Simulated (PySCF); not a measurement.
## Peak assignment

Atom-mapped SMILES (the numbers label the heavy atoms): `[N:1]#[C:2][CH2:3][SiH2:4][O:5][SiH2:6][O:7][SiH3:8]` (H(Xn): hydrogen on atom n).

PySCF 2.14 calculation with shieldings: GIAO PBE0/pcSseg-1 and GFN2-xTB geometry; no solvent model, one averaged value for each set of equivalent atoms, single conformer, no relativistic terms.

Scale: ¹³C (σ = 186.93 ppm), ¹H (σ = 31.72 ppm) against TMS (reference shieldings calculated alike).

Question: Assign these signals to the numbered atoms. ¹³C{¹H} NMR (computed): δ 123.0, 3.9.

Answer: 
123.0 → C2, nitrile carbon: typical of a nitrile
3.9 → C3, sp3 CH2 bonded to Si, α to a nitrile: an electropositive neighbour leaves it electron-rich and shielded

Question: Assign these signals to the numbered atoms. ¹H NMR (600 MHz, computed): δ 5.37 (s, 3H), 5.31 (t, 2H), 5.07 (s, 2H), 1.72 (t, 2H).

Answer: 
| δ (ppm) | atoms | environment | reason |
| --- | --- | --- | --- |
| 5.37 | H(Si8) | hydrogen on a silicon bonded to O | – |
| 5.31 | H(Si4) | hydrogen on a silicon bonded to C, O | – |
| 5.07 | H(Si6) | hydrogen on a silicon bonded to 2 O | – |
| 1.72 | H(C3) | hydrogen on an sp3 CH2 bonded to Si, α to a nitrile | – |

H(Si8) and H(Si4) lie closer than the usual error of such a calculation, so a measured spectrum could show them in the other order.

Shifts are as computed. Against solution values, carbons near 30 ppm lie about +3 ppm off and those near 130 ppm about +5 ppm. Of 1211 compounds with measured shifts, 218 miss one by over three times the rms of a fit or turn the order of signals round; such compounds aren't used in these exercises. No couplings were computed; multiplicities are counted from neighbouring protons, with m where these are inequivalent, close in shift, in a saturated or five-membered ring or joined by F or P, and br s for small geminal =CH2 splittings.
